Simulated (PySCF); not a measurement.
**Ionising SrF**

PBE0; basis Sr def2-SVPD with ECP28, F def2-SVPD; scalar-relativistic core potentials; PySCF 2.14. Neutral (UKS): doublet (σ ↑), Re = 2.112 Å, ωe = 504 cm⁻¹, De = 5.49 eV, HOMO -4.00 eV, LUMO -1.89 eV.

SrF⁺ (UKS): singlet (closed shell), Re = 2.039 Å, ωe = 589 cm⁻¹, De = 5.59 eV to Sr⁺ + F. The energies at the minima are -130.42901 hartree for SrF and -130.22662 for SrF⁺.

Task: Work out the adiabatic ionisation energy, without and with harmonic zero-point energies (1 hartree = 27.2114 eV, 1 eV = 8065.5 cm⁻¹), and the change of the bond length.

Result: At PBE0: 0.20239 hartree = 5.507 eV between the minima; the zero-point term (589.0 − 504.0)/2 cm⁻¹ = +0.005 eV makes it 5.513 eV. Re changes by -7.3 pm against the neutral. The electron leaves a σ orbital; in so polar a molecule the change of length follows mostly from the change of the ionic charges.

SrF⁻ (UKS): singlet (closed shell), Re = 2.176 Å, ωe = 433 cm⁻¹, De = 2.99 eV to Sr + F⁻. The energies at the minima are -130.42901 hartree for SrF and -130.46077 for SrF⁻.

Task: Work out the adiabatic electron affinity, without and with harmonic zero-point energies (1 hartree = 27.2114 eV, 1 eV = 8065.5 cm⁻¹), and the change of the bond length.

Result: At PBE0: 0.03176 hartree = 0.864 eV between the minima; the zero-point term (504.0 − 433.0)/2 cm⁻¹ = +0.004 eV makes it 0.869 eV. Re changes by +6.4 pm against the neutral. The electron enters a σ orbital; in so polar a molecule the change of length follows mostly from the change of the ionic charges.

For an ion De counts to the pair picked by the measured ionisation energies or electron affinities, which need not be the lowest pair at this level. The highest Kohn–Sham level is positive in this anion. Much of that is self-interaction error, but it also means that the finite basis helps to hold the extra electron. States were picked by a PBE0 search and need not be the measured ground states.
